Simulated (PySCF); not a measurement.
Si(Vi)(OMe)(OEt)(NH2), C5H13NO2Si, SMILES C=C[Si](N)(OC)OCC, GFN2-xTB optimised geometry.

```
22

C     -2.95    -2.32    -1.55
C     -1.72    -1.83    -1.49
Si    -0.99    -0.92     0.00
N     -1.58    -1.69     1.43
O     -1.42     0.66     0.00
C     -2.73     1.16     0.02
O      0.63    -0.92     0.00
C      1.52    -0.18    -0.81
C      2.93    -0.30    -0.25
H     -3.34    -2.81    -2.43
H     -3.62    -2.25    -0.71
H     -1.09    -1.94    -2.36
H     -1.46    -2.68     1.50
H     -1.35    -1.26     2.31
H     -2.67     2.25     0.03
H     -3.26     0.81     0.91
H     -3.28     0.83    -0.87
H      1.49    -0.58    -1.83
H      1.20     0.86    -0.83
H      3.23    -1.34    -0.22
H      3.62     0.26    -0.86
H      2.95     0.09     0.77
```

Density from PBE0/def2-SVP run with PySCF at that geometry.

Minimum of the electron density along straight lines between bonded atoms, close to the bond critical point (lines longer than 1.1 times the sum of covalent radii, or with two minima, are not listed):

| bond | length / Å | ρ at the minimum / e bohr⁻³ | ∇²ρ there / e bohr⁻⁵ | position (fraction from the first atom) |
|---|---|---|---|---|
| C1–C2 | 1.324 | 0.342 | -0.92 | 0.51 |
| C2–Si3 | 1.891 | ? | 0.34 | 0.62 |
| Si3–N4 | 1.727 | 0.125 | ? | 0.40 |
| Si3–O5 | 1.636 | 0.127 | 1.05 | 0.41 |
| O5–C6 | 1.399 | 0.256 | -0.29 | 0.66 |
| Si3–O7 | 1.624 | 0.130 | 1.09 | 0.41 |
| O7–C8 | 1.405 | 0.252 | -0.30 | 0.66 |
| C8–C9 | 1.521 | 0.250 | ? | 0.51 |
| C1–H10 | 1.080 | 0.282 | -1.08 | 0.63 |
| C1–H11 | 1.078 | 0.285 | -1.10 | 0.64 |
| C2–H12 | 1.085 | 0.276 | -1.01 | 0.63 |
| N4–H13 | 1.006 | 0.332 | -1.53 | 0.76 |
| N4–H14 | 1.008 | 0.331 | -1.52 | 0.76 |
| C6–H15 | 1.091 | 0.283 | -1.08 | 0.63 |
| C6–H16 | 1.092 | 0.282 | -1.07 | 0.63 |
| C6–H17 | 1.093 | 0.281 | -1.06 | 0.63 |
| C8–H18 | 1.097 | 0.280 | -1.04 | 0.63 |
| C8–H19 | 1.095 | 0.283 | -1.08 | 0.63 |
| C9–H20 | 1.087 | 0.277 | -1.02 | 0.63 |
| C9–H21 | 1.087 | 0.276 | -1.00 | 0.62 |
| C9–H22 | 1.087 | 0.277 | -1.02 | 0.63 |

### Question
Fill in the missing entries.

### Answer

- C2–Si3, ρ at the minimum / e bohr⁻³: 0.114
- Si3–N4, ∇²ρ there / e bohr⁻⁵: 0.74
- C8–C9, ∇²ρ there / e bohr⁻⁵: -0.59
